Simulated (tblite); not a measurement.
Species: C₇H₁₀O₃.
SMILES with atom numbers: `[CH3:1][O:2][C:3]1=[CH:4][C@@H:5]([O:6][CH3:7])[CH:8]=[CH:9][O:10]1` (hydrogens: H11, H12, H13 on C1; H14 on C4; H15 on C5; H16, H17, H18 on C7; H19 on C8; H20 on C9)

Computed with GFN2-xTB (tblite), gas phase: L-BFGS steps from a force-field or distance-geometry start until the largest atomic force falls under 0.01 eV/Å.

Step 48: E = -877.4050 eV
```
atom  x, y, z in Å  |  force x, y, z in eV/Å
C1     -3.4894   -0.4328    0.0380   -0.004  -0.010   0.001
O2     -2.2195   -0.9551    0.3843    0.000  -0.006   0.012
C3     -1.1437   -0.1693    0.1560    0.004   0.004   0.011
C4      0.0659   -0.4901    0.6185   -0.024   0.009  -0.004
C5      1.2806    0.3360    0.3064    0.014   0.004  -0.002
O6      2.1487   -0.3102   -0.6342    0.016   0.012  -0.009
C7      3.0335   -1.2392   -0.0680   -0.016   0.010  -0.006
C8      0.8518    1.6321   -0.3159   -0.016  -0.003  -0.030
C9     -0.3933    1.8377   -0.7171   -0.004   0.010   0.039
O10    -1.4258    0.9731   -0.5315   -0.001  -0.011   0.000
H11    -4.2047   -1.2081    0.3028    0.007  -0.023   0.006
H12    -3.7104    0.4779    0.6016    0.018   0.005  -0.013
H13    -3.5565   -0.2186   -1.0313    0.015  -0.002  -0.002
H14     0.1873   -1.4065    1.1696   -0.032   0.018  -0.012
H15     1.8669    0.5222    1.2242    0.002   0.016   0.025
H16     2.5065   -2.0871    0.3857    0.011   0.022  -0.016
H17     3.6670   -0.7652    0.6953   -0.010  -0.039  -0.019
H18     3.6572   -1.5992   -0.8851   -0.002  -0.005   0.027
H19     1.6084    2.3759   -0.4962    0.010  -0.020  -0.008
H20    -0.7358    2.7373   -1.2061    0.013   0.008   0.000
```

Step 49: E = -877.4052 eV
```
atom  x, y, z in Å  |  force x, y, z in eV/Å
C1     -3.4902   -0.4344    0.0384   -0.006   0.008  -0.008
O2     -2.2192   -0.9535    0.3870   -0.036   0.005  -0.006
C3     -1.1446   -0.1671    0.1561   -0.024  -0.009   0.009
C4      0.0643   -0.4906    0.6155    0.039   0.024   0.007
C5      1.2797    0.3354    0.3053    0.031  -0.012  -0.001
O6      2.1490   -0.3111   -0.6342    0.003   0.018  -0.037
C7      3.0342   -1.2385   -0.0677   -0.001   0.010  -0.008
C8      0.8528    1.6313   -0.3179    0.032  -0.022   0.002
C9     -0.3921    1.8390   -0.7148   -0.052   0.021   0.016
O10    -1.4253    0.9760   -0.5289   -0.047  -0.004  -0.007
H11    -4.2048   -1.2110    0.3038    0.022  -0.005  -0.001
H12    -3.7131    0.4780    0.5996    0.019  -0.014  -0.012
H13    -3.5568   -0.2196   -1.0316    0.019  -0.020   0.020
H14     0.1837   -1.4078    1.1638   -0.019  -0.009   0.007
H15     1.8656    0.5218    1.2237   -0.004   0.013   0.024
H16     2.5098   -2.0841    0.3894   -0.021  -0.014   0.001
H17     3.6676   -0.7628    0.6925    0.020  -0.017   0.015
H18     3.6586   -1.6025   -0.8821   -0.005   0.003   0.005
H19     1.6104    2.3729   -0.4995    0.022  -0.005  -0.010
H20    -0.7345    2.7391   -1.2013    0.007   0.029  -0.016
```

**Question.** Estimate the geometry and energy of step 50. (The exact step hangs on the optimiser's Hessian estimate; all steps are aligned on step 49, rigid shifts and turns removed.)

**Answer.** E = -877.4054 eV, largest force 0.033 eV/Å
```
atom  x, y, z in Å  |  force x, y, z in eV/Å
C1     -3.4901   -0.4341    0.0383   -0.002   0.003  -0.006
O2     -2.2194   -0.9541    0.3865   -0.023   0.004  -0.002
C3     -1.1445   -0.1677    0.1562   -0.011  -0.004   0.007
C4      0.0648   -0.4901    0.6163    0.015   0.017   0.003
C5      1.2802    0.3357    0.3056    0.020  -0.007   0.000
O6      2.1491   -0.3103   -0.6346    0.009   0.012  -0.016
C7      3.0337   -1.2385   -0.0681    0.000   0.003  -0.002
C8      0.8525    1.6313   -0.3179    0.009  -0.010  -0.003
C9     -0.3929    1.8389   -0.7147   -0.026   0.013   0.016
O10    -1.4260    0.9751   -0.5300   -0.024  -0.003   0.002
H11    -4.2047   -1.2107    0.3036    0.017  -0.006   0.000
H12    -3.7119    0.4780    0.5999    0.016  -0.012  -0.012
H13    -3.5564   -0.2194   -1.0316    0.016  -0.017   0.016
H14     0.1842   -1.4072    1.1655   -0.021   0.002   0.000
H15     1.8659    0.5223    1.2244   -0.004   0.011   0.014
H16     2.5088   -2.0851    0.3882   -0.015   0.001  -0.007
H17     3.6676   -0.7643    0.6934    0.008  -0.019   0.003
H18     3.6582   -1.6017   -0.8827   -0.004   0.001   0.006
H19     1.6102    2.3735   -0.4988    0.013  -0.011  -0.011
H20    -0.7346    2.7389   -1.2027    0.007   0.020  -0.008
```

The energy changes by -0.0002 eV. The first-order estimate −F·Δx gives -0.0003 eV and the mean of the old and new forces, exact on a quadratic surface, -0.0002 eV. The step makes an angle of 66° with the force vector and moves no atom by more than 0.002 Å.

The cost below is that of the whole relaxation. Time: 1.1 s wall. Hardware: one thread of an Arm Neoverse N1, shared host.
